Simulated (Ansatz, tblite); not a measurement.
Removing and adding an electron: Ge(OH)H3 (GeOH4). Total charge 0; singlet. Geometry: PBE-D4/def2-TZVP. Ansatz, gas phase; energy differences of separate SCF runs; the oxidised species was run as a doublet alone; the reduced species was run as a doublet alone.

```
atom    x (Å)    y (Å)    z (Å)
 Ge1  -0.0922   0.0414   0.4327
  O2   0.4615  -0.6474  -1.1434
  H3   0.3295  -0.0112  -1.8653
  H4  -1.6054   0.3807   0.3643
  H5   0.7167   1.3232   0.7679
  H6   0.1899  -1.0868   1.4438
```

The xTB rows come from tblite. Correlated methods freeze 10 core orbitals; core or outer-core shells of Ge are correlated, in sets that lack core-valence functions. In CCSD on the charge 1 doublet the largest single amplitude is 0.28, so its Hartree–Fock determinant may place the open shell otherwise than the density functionals do.

| level | −HOMO (eV) | vertical IE (eV) | −LUMO (eV) | vertical EA (eV) | HOMO–LUMO gap (eV) | IE − EA (eV) | remarks |
| --- | --- | --- | --- | --- | --- | --- | --- |
| GFN1-xTB | 12.83 | 16.00 | 6.39 | 2.19 | 6.44 | 13.81 | – |
| HF/def2-TZVPD | – | – | – | -1.68 | – | – | HOMO above zero (-1 doublet) |
| PBE-D4/def2-TZVPD | 6.88 | – | 1.16 | -0.84 | 5.73 | – | HOMO above zero (-1 doublet) |
| r2SCAN-D4/def2-TZVPD | 7.23 | – | 0.65 | -0.97 | 6.58 | – | HOMO above zero (-1 doublet) |
| PBE0-D4/def2-TZVPD | 8.46 | – | 0.36 | -0.97 | 8.10 | – | HOMO above zero (-1 doublet) |
| MP2/def2-TZVPD | – | – | – | -1.26 | – | – | HOMO above zero (-1 doublet) |
| CCSD/def2-TZVPP | – | 11.11 | – | – | – | – | – |
| CCSD(T)/def2-TZVPD | – | – | – | -1.16 | – | – | HOMO above zero (-1 doublet) |

Problem. Estimate the rows for GFN2-xTB, HF/def2-TZVPP, PBE-D4/def2-TZVP, r2SCAN-D4/def2-TZVP, PBE0-D4/def2-TZVP, MP2/def2-TZVPP, CCSD/def2-TZVPD, CCSD(T)/def2-TZVPP.

Solution. 
```tsv
level	−HOMO (eV)	vertical IE (eV)	−LUMO (eV)	vertical EA (eV)	HOMO–LUMO gap (eV)	IE − EA (eV)	remarks
GFN2-xTB	11.74	15.10	3.60	-0.32	8.13	15.42	–
HF/def2-TZVPP	–	9.83	–	–	–	–	–
PBE-D4/def2-TZVP	6.79	10.56	0.85	–	5.94	–	–
r2SCAN-D4/def2-TZVP	7.17	10.69	0.42	–	6.75	–	–
PBE0-D4/def2-TZVP	8.41	10.85	-0.04	–	8.45	–	–
MP2/def2-TZVPP	–	11.63	–	–	–	–	–
CCSD/def2-TZVPD	–	–	–	-1.23	–	–	HOMO above zero (-1 doublet)
CCSD(T)/def2-TZVPP	–	11.15	–	–	–	–	–
```

   A HOMO above zero means that the electron is unbound at that level or that self-interaction error raises the level; the energy of removing that electron tells which. Raw xTB energy differences between charge states are shifted by several eV; the methods need an empirical correction for them. A negative affinity means that the extra electron isn't bound; its size then hangs on the basis.
